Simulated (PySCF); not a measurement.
PySCF 2.14 output of an unrestricted LDA calculation on a single atom or ion in aug-cc-pwCVTZ-X2C, with the spin-free X2C one-electron Hamiltonian (Gaussian nucleus):

```
SCF conv_tol = 1e-09
number electrons alpha = 18  beta = 18
    P. A. M. Dirac.,  Math. Proc. Cambridge Philos. Soc. 26, 376 (1930)
    F. Bloch.,  Z. Phys. 57, 545 (1929)
    S. H. Vosko, L. Wilk, and M. Nusair.,  Can. J. Phys. 58, 1200 (1980)
cycle= 1 E= -2976.83825321493  delta_E= -0.0126  |g|=  0.1  |ddm|= 0.769
cycle= 2 E= -2976.83901055211  delta_E= -0.000757  |g|= 0.0499  |ddm|= 0.245
cycle= 3 E= -2976.83927600675  delta_E= -0.000265  |g|= 0.00572  |ddm|= 0.0724
cycle= 4 E= -2976.83928587665  delta_E= -9.87e-06  |g|= 4.44e-05  |ddm|= 0.00721
cycle= 5 E= -2976.83928587757  delta_E= -9.16e-10  |g|= 3.81e-08  |ddm|= 0.000109
converged SCF energy = -2976.83928587757  <S^2> = -7.1054274e-15  2S+1 = 1
```

The run itself started from symmetry-adapted Hartree-Fock orbitals and held the occupation by maximum overlap, on a logarithmic radial grid, so the iterations belong to that start.

Q: Which element, charge and spin multiplicity is this?

A: Rb⁺ (rubidium, charge +1), multiplicity 1; the state was [Kr], closed-shell 1S.
